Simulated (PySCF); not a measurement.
Si(CCH)(Cl)2(H) (C2H2Cl2Si), SMILES C#C[SiH](Cl)Cl.

The structure is a stationary point at B3LYP-D3(BJ)/def2-SVP.

Two levels are set side by side: TDA-PBE/def2-SVPD (PySCF) and TDA-PBE0/def2-SVPD (PySCF). Vertical, same geometry. The lowest singlet is HOMO→LUMO+1 77 %, HOMO−1→LUMO 22 % with PBE and HOMO−1→LUMO 53 %, HOMO→LUMO+1 40 % with the other functional; states are paired by order. Differences are taken from unrounded values.

```
quantity                              TDA-PBE0
------------------------------------  --------
lowest singlet excitation (eV)            5.84
lowest triplet excitation (TDA) (eV)      4.67
```

What does TDA-PBE give, and how far is it from TDA-PBE0? (An estimate is asked for; the answer gives what the named calculation found.)


| quantity | TDA-PBE | TDA-PBE minus TDA-PBE0 |
|---|---|---|
| lowest singlet excitation (eV) | 5.68 | -0.16 |
| lowest triplet excitation (TDA) (eV) | 4.73 | 0.05 |

Rough cost on one machine, each run with all the roots and properties that it gave: TDA-PBE0 against TDA-PBE about 2 times.
